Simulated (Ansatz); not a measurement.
Molecule (SMILES): O=BF.
Geometry (B3LYP-D3(BJ)/def2-TZVP, fixed):
```xyz
3

F      0.0000     0.0000    -1.1989
B      0.0000     0.0000     0.0871
O      0.0000     0.0000     1.2943
```
Charge 0, spin multiplicity 1.

Basis-set convergence of the dipole moment at MP2 with Ansatz (a first-principles code). Dipoles come from the density behind the forces; the sign is taken along the dipole that this method gives in the largest set. The reference of a correlated method is not its basis-set limit, which lies further on. All functions are spherical. Cores are frozen. No added dispersion term, no relativity. Reference: the value in aug-pcseg-3, 2.053 D, itself unsure by roughly 0.002 D (its mean distance from aug-cc-pVQZ, def2-QZVPPD). Deviations are taken from unrounded values.

```csv
basis,functions,dipole moment (D),minus reference (D)
STO-3G,15,1.026,-1.026
3-21G,27,1.441,-0.612
cc-pVDZ,42,1.789,-0.264
def2-SVP,42,1.823,-0.230
pcseg-1,42,1.908,-0.145
6-311+G**,66,1.964,-0.088
aug-pcseg-1,69,2.052,-0.001
"6-311++G(2d,2p)",81,2.013,-0.040
cc-pVTZ,90,1.970,-0.083
pcseg-2,90,2.021,-0.032
"6-311++G(3df,3pd)",117,2.050,-0.003
def2-TZVPPD,117,2.046,-0.007
jun-cc-pV(T+d)Z,117,2.046,-0.007
aug-cc-pVTZ,138,2.052,-0.001
cc-pVQZ,165,2.027,-0.026
d-aug-cc-pVTZ,186,2.053,0.000
def2-QZVPPD,195,2.050,-0.003
aug-pcseg-3,255,2.053,0.000
```
